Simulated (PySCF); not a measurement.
SnF4, SMILES [F][Sn]([F])([F])[F].

Geometry optimised at PBE0-D3(BJ)/def2-SVP. The isomer is the one that the SMILES or the coordinates give; other isomers of the formula were not compared. The def2 effective core potentials stand for the cores of Sn; spin–orbit coupling is left out.

Two levels are set side by side: PBE/def2-TZVP (PySCF) and PBE0/def2-TZVP (PySCF). Same geometry, gas phase. Differences are taken from unrounded values.

```tsv
quantity	PBE
orbital gap (eV)	5.31
highest occupied level (eV)	-10.22
lowest empty level (eV)	-4.91
mean polarisability (bohr³)	33.1
```

These are the PBE values. What does PBE0 give? (An estimate is asked for; the answer gives what the named calculation found.)


```json
[
 {"quantity": "orbital gap (eV)", "PBE0": "8.45", "PBE minus PBE0": "-3.14"},
 {"quantity": "highest occupied level (eV)", "PBE0": "-12.39", "PBE minus PBE0": "2.17"},
 {"quantity": "lowest empty level (eV)", "PBE0": "-3.94", "PBE minus PBE0": "-0.97"},
 {"quantity": "mean polarisability (bohr³)", "PBE0": "30.6", "PBE minus PBE0": "2.6"}
]
```

Without exact exchange PBE keeps part of each electron's self-repulsion, which lifts occupied levels and narrows the gap. Loosely held outer electrons make PBE densities more polarisable. Differences between two approximate levels are no errors against the true value.

Rough cost on one machine, each run with all the roots and properties that it gave: PBE0 against PBE within a factor of 2.
